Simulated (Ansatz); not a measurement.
Born–Oppenheimer molecular dynamics of Cl$_{3}$FHf (5 atoms, charge 0, multiplicity 1). It starts from a relaxed structure.

All numbers below come from RKS PBE0/def2-SVP (Ansatz 0.2.0).

```json
{"ensemble": "NVT, Nosé–Hoover chain", "time step": "2 fs", "steps asked": "250", "set temperature": "500 K", "thermostat": "time constant 100 fs, chain length 3", "seed": "89932"}
```

First frame:

```xyz
5
Properties=species:S:1:pos:R:3
Hf 0.000 0.000 -0.034
F 0.000 0.000 1.856
Cl 2.209 0.000 -0.786
Cl -1.104 1.913 -0.786
Cl -1.104 -1.913 -0.786
```

(1) How far do the bonds stretch over the last three quarters of this one trajectory? (Pairs bonded in most of those frames.)

Answers

(1) 
```json
{"bond": "Hf1–F2", "mean (Å)": "1.897", "spread (Å)": "0.050", "shortest": "1.82", "longest": "1.97"}
{"bond": "Hf1–Cl3", "mean (Å)": "2.341", "spread (Å)": "0.083", "shortest": "2.21", "longest": "2.48"}
{"bond": "Hf1–Cl4", "mean (Å)": "2.343", "spread (Å)": "0.029", "shortest": "2.29", "longest": "2.39"}
{"bond": "Hf1–Cl5", "mean (Å)": "2.343", "spread (Å)": "0.044", "shortest": "2.26", "longest": "2.41"}
```

Mean temperature of the second half: 528 K. The conserved energy stayed within 0.45 meV per atom of its start (net change 0.27 meV per atom), so the integration is sound. A run of 0.5 ps of so small a system gives no equilibrium averages.

Time of the run: 4.7 min on 2 threads of AMD EPYC 9R45 96-Core Processor (Zen 5), with other jobs on the host, peak memory 0.25 GiB.
